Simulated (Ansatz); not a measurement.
## Cost against result

The pair of Li⁺ (SMILES [Li+], atom 1) and SiF4 (SMILES F[Si](F)(F)F, atoms 2–6), both closed shells, in one local arrangement (a lower one may exist), relaxed at PBE0-D4/def2-TZVP:

```csv
atom,x (Å),y (Å),z (Å)
Li1,-0.0529,-0.1144,-2.7976
F2,-1.4169,-0.3533,1.0923
Si3,0.0121,0.0263,0.6413
F4,-0.0193,-0.0408,-0.9882
F5,1.0829,-1.0027,1.0707
F6,0.3941,1.4851,0.9815
```

Interaction energies are counterpoise-corrected; the time is that of the whole pair.

Ansatz 0.2.0; basis: as named in each row; cores frozen in the correlated methods. The outer core shell of Li, Na, Mg and K is correlated. B3LYP uses VWN-RPA correlation. Extrapolation: Hartree–Fock as exp(−7.88 √X), correlation as X^−2.97.

Times are rough, for one single point on 4 threads of a shared host (Arm Neoverse V1).

The estimate by CCSD(T) at an estimated basis limit (MP2 extrapolated from triple and quadruple zeta, plus CCSD(T) − MP2 in triple zeta) is -20.47 kcal/mol.

```json
{"method": "HF", "basis": "STO-3G", "time (s)": "under 1", "interaction energy (kcal/mol)": "-38.89", "method less estimate": "-18.41"}
{"method": "PBE-D4", "basis": "STO-3G", "time (s)": "under 1", "interaction energy (kcal/mol)": "-49.01", "method less estimate": "-28.54"}
{"method": "SPW92", "basis": "def2-SVP", "time (s)": "under 1", "interaction energy (kcal/mol)": "-23.43", "method less estimate": "-2.95"}
{"method": "B3LYP-D4", "basis": "6-31G", "time (s)": "under 1", "interaction energy (kcal/mol)": "-25.51", "method less estimate": "-5.04"}
{"method": "PBE-D4", "basis": "def2-SVP", "time (s)": "under 1", "interaction energy (kcal/mol)": "-22.87", "method less estimate": "-2.40"}
{"method": "PBE0-D4", "basis": "def2-SVP", "time (s)": "under 1", "interaction energy (kcal/mol)": "-22.72", "method less estimate": "-2.25"}
{"method": "revPBE-D4", "basis": "def2-TZVPPD", "time (s)": "2", "interaction energy (kcal/mol)": "-20.42", "method less estimate": "0.05"}
{"method": "PBE-D4", "basis": "def2-TZVPPD", "time (s)": "2", "interaction energy (kcal/mol)": "-20.78", "method less estimate": "-0.31"}
{"method": "BLYP-D4", "basis": "def2-TZVPPD", "time (s)": "2", "interaction energy (kcal/mol)": "-21.63", "method less estimate": "-1.15"}
{"method": "CCSD(T)", "basis": "def2-SVP", "time (s)": "3", "interaction energy (kcal/mol)": "-21.63", "method less estimate": "-1.16"}
{"method": "PBE0-D4", "basis": "def2-TZVPPD", "time (s)": "3", "interaction energy (kcal/mol)": "-20.97", "method less estimate": "-0.50"}
{"method": "HSE06-D4", "basis": "def2-TZVPPD", "time (s)": "3", "interaction energy (kcal/mol)": "-20.96", "method less estimate": "-0.49"}
{"method": "B3LYP-D4", "basis": "def2-TZVPPD", "time (s)": "3", "interaction energy (kcal/mol)": "-21.83", "method less estimate": "-1.36"}
{"method": "wB97M-V", "basis": "def2-SVP", "time (s)": "4", "interaction energy (kcal/mol)": "-22.57", "method less estimate": "-2.10"}
{"method": "r2SCAN-D4", "basis": "def2-TZVPPD", "time (s)": "4", "interaction energy (kcal/mol)": "-19.51", "method less estimate": "0.96"}
{"method": "B2PLYP", "basis": "def2-TZVPPD", "time (s)": "6", "interaction energy (kcal/mol)": "-20.83", "method less estimate": "-0.36"}
{"method": "wB97X-V", "basis": "def2-TZVPPD", "time (s)": "8", "interaction energy (kcal/mol)": "-20.23", "method less estimate": "0.24"}
{"method": "B97M-V", "basis": "def2-TZVPPD", "time (s)": "8", "interaction energy (kcal/mol)": "-20.24", "method less estimate": "0.23"}
{"method": "wB97M-V", "basis": "def2-TZVPPD", "time (s)": "9", "interaction energy (kcal/mol)": "-20.43", "method less estimate": "0.05"}
{"method": "MP2", "basis": "def2-QZVPPD", "time (s)": "12", "interaction energy (kcal/mol)": "-20.19", "method less estimate": "0.28"}
{"method": "CCSD(T)", "basis": "def2-TZVPPD", "time (s)": "160", "interaction energy (kcal/mol)": "-19.75", "method less estimate": "0.72"}
```

The T1 diagnostic stays at or below 0.012.
